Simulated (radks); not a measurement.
Numerical settings for neutral strontium, [Kr] 5s2. Calculated with a radial shooting solver on a logarithmic mesh with Libxc functionals: Dirac Kohn-Sham, PBE, spin-unpolarised, spherical densities, point nucleus. The defaults (mesh step 0.008 in ln r, mesh end at 40 bohr or more with all orbitals vanishing there, Anderson mixing 0.5 over 9 steps, residual threshold near 1e-9 with the energy settled to 1e-9 hartree or 1e-11 of itself, here a cap of 63 iterations) give E = -3179.7976 hartree and 5s1/2 at -3.526 eV in 13 iterations. Run on one thread of a shared host, so times are rough (Arm Neoverse V1): 0.12 s of CPU time, 0.12 s wall, 13 iterations on 2725 mesh points. Changes against that run (0 stands for a change within the tolerance of the run):

| setting | iterations | converged | E (mhartree) | e(5s1/2) (meV) | CPU (s) |
|---|---|---|---|---|---|
| mesh step in ln r 0.12 | 2 | no | diverged | - | 0.02 |
| mesh step in ln r 0.005 | 13 | yes | 0 | 0 | 0.18 |
| mesh step in ln r 0.2 | 2 | no | diverged | - | 0.02 |
| mesh end (bohr) 2 | 14 | level above zero | +1.9e+04 | +1.9e+05 | 0.09 |
| mesh end (bohr) 12 | 13 | yes | +0.556 | +36.9 | 0.11 |
| residual threshold 0.01 | 9 | yes | 0 | +0.0587 | 0.09 |
| residual threshold 1e-05 | 9 | yes | 0 | +0.0587 | 0.09 |
| mixing 0.2 | 17 | yes | 0 | 0 | 0.15 |
| linear mixing, mixing 0.05 | 63 | no | +0.149 | -71.3 | 0.46 |
| linear mixing, mixing 0.5 | 30 | yes | 0 | 0 | 0.2 |
| mixing history 3 | 16 | yes | 0 | 0 | 0.13 |
| iteration cap 5 | 5 | no | +0.013 | +9.79 | 0.05 |

Settled on a wrong energy, with an occupied level pushed above zero by the early mesh end: mesh end (bohr) 2 (+19 hartree). Apart from these: no run marked as converged misses the energy by more than 1 mhartree. A mesh that ends early acts as a hard wall.
